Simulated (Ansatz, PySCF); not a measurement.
This Ansatz (a quantum-chemistry and plane-wave program) input computes a BLYP/def2-TZVPD energy:

Ansatz 0.2 input:
```yaml
crystal:
  periodic: [false, false, false]
  atoms:
    - {symbol: C, position_ang: [-1.86451500, -0.19305099, -0.30229087]}
    - {symbol: C, position_ang: [-0.56333315, -0.04154812, 0.48026975]}
    - {symbol: C, position_ang: [0.64701013, 0.05136304, -0.42749150]}
    - {symbol: O, position_ang: [1.80978774, 0.19009325, 0.38569311]}
    - {symbol: H, position_ang: [-1.85657416, -1.09701737, -0.91613990]}
    - {symbol: H, position_ang: [-2.02991663, 0.65781071, -0.96765210]}
    - {symbol: H, position_ang: [-2.72100087, -0.25792182, 0.36994247]}
    - {symbol: H, position_ang: [-0.59818899, 0.85497302, 1.10460412]}
    - {symbol: H, position_ang: [-0.42584240, -0.88977339, 1.15582038]}
    - {symbol: H, position_ang: [0.54058237, 0.91196633, -1.10137152]}
    - {symbol: H, position_ang: [0.71473927, -0.85110660, -1.04961729]}
    - {symbol: H, position_ang: [2.58292759, 0.24973953, -0.18405526]}
basis:
  gaussian:
    orbitals: def2-TZVPD
hamiltonian:
  xc: {name: BLYP}
output: {forces: true}
```

### Question
Write an input for the same energy in PySCF and say what it gives.

### Answer

```python
from pyscf import gto, scf, dft

mol = gto.M(
    atom='''
    C    -1.86451500   -0.19305099   -0.30229087
    C    -0.56333315   -0.04154812    0.48026975
    C     0.64701013    0.05136304   -0.42749150
    O     1.80978774    0.19009325    0.38569311
    H    -1.85657416   -1.09701737   -0.91613990
    H    -2.02991663    0.65781071   -0.96765210
    H    -2.72100087   -0.25792182    0.36994247
    H    -0.59818899    0.85497302    1.10460412
    H    -0.42584240   -0.88977339    1.15582038
    H     0.54058237    0.91196633   -1.10137152
    H     0.71473927   -0.85110660   -1.04961729
    H     2.58292759    0.24973953   -0.18405526
    ''',
    basis='def2-tzvpd',
    charge=0,
    spin=0,
    verbose=4,
)

mf = dft.RKS(mol, xc='blyp').density_fit(auxbasis='def2-universal-jkfit')
mf.grids.level = 3
mf.conv_tol = 1e-9
mf.max_cycle = 100
mf.max_memory = 1500
mf.kernel()
if not mf.converged:
    mf = mf.newton()
    mf.kernel(mf.make_rdm1())
mf.analyze()
```
It gives -194.34258 Eh, and Ansatz -194.34243 Eh, a difference of 0.15 mEh, from the treatment of integrals and grids.
